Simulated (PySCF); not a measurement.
SMILES [SeH]CC[SeH], singlet (PBE0/def2-SVP optimised geometry):

```
10

Se     2.375    -0.686     0.000
C      0.412    -0.686     0.000
C     -0.183     0.704     0.000
Se    -2.139     0.707    -0.157
H      2.503    -0.151     1.365
H      0.135    -1.234    -0.913
H      0.064    -1.282     0.856
H      0.166     1.282    -0.868
H      0.095     1.270     0.901
H     -2.375     0.126     1.175
```

Computed with PBE0/def2-TZVP (PySCF).

**Question.** What are the frontier orbital energies and the dipole moment?

**Answer.** HOMO-2 -8.70 eV, HOMO-1 -6.83 eV, HOMO -6.65 eV, LUMO -0.20 eV, LUMO+1 -0.06 eV; dipole moment 1.00 D.

Meta-Löwdin charges at PBE0/def2-TZVP: Se1 -0.04, C2 -0.28, C3 -0.28, Se4 -0.04, H5 0.06, H6 0.14, H7 0.13, H8 0.14, H9 0.13, H10 0.06.
